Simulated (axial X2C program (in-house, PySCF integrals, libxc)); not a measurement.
# Ω levels of CuBr⁺ from open-shell CI on d9 s0 p(π)0

Calculated with an axial X2C code built on PySCF integrals: two-component X2C with atomic mean-field Coulomb and Gaunt terms, basis Cu dyall-v3z, Br dyall-v3z (cores contracted in-house). Orbitals come from Hartree–Fock averaged over the configuration Cu d9 s0 p(π)0; CI then distributes these electrons over the d, s, p(π) shells of Cu.

R = 2.214 Å (near the minimum of the configuration average).

Lowest levels of this model:

```tsv
Ω	energy (cm⁻¹)	g∥	configuration
1/2	0	1.58	100% d9
3/2	678	3.85	100% d9
5/2	1852	6.00	100% d9
1/2	2280	0.42	100% d9
3/2	3685	2.15	100% d9
```

g∥ is the magnitude of 2⟨Lz + ge Sz⟩ for the +Ω component.

**Question.** From Ω and g∥ of the lowest level, whose 2⟨Lz + ge Sz⟩ is positive, find ⟨Sz⟩ and ⟨Lz⟩ (ge = 2.0023).

**Answer.** Ω = ⟨Lz⟩ + ⟨Sz⟩ = 1/2 and ⟨Lz⟩ + ge⟨Sz⟩ = 0.790, so ⟨Sz⟩ = 0.29 and ⟨Lz⟩ = 0.21.

Occupations of the active spinors in the lowest level by ω, shell by shell in order of energy: -5/2: 1.00; -3/2: 1.00 1.00 0.00; -1/2: 0.94 0.06 0.00 0.00; 1/2: 1.00 1.00 0.00 0.00; 3/2: 1.00 1.00 0.00; 5/2: 1.00. The leading determinant has weight 0.94 among 1593.

This point took 2.6 s on 1 thread of Arm Neoverse V2 (shared host).

Dynamic correlation is missing, so gaps between terms are too wide and other configurations may lie lower; the lowest level listed is that of this model, not necessarily the ground state. For d shells the ligand-field splittings (σ, π, δ) and their order can be off by a thousand cm⁻¹ or more. At most 4 roots were kept for each Ω > 0 (twice that for Ω = 0) within 3.2 eV of the lowest, so higher up levels can be missing between those listed; levels with Ω > 0 are doubly degenerate and listed once, Ω = 0 levels singly. Some active spinors are only partly of the character that their shell is named for, so the shell names and counts are nominal. States that fill the shells left empty in the average are placed too high.
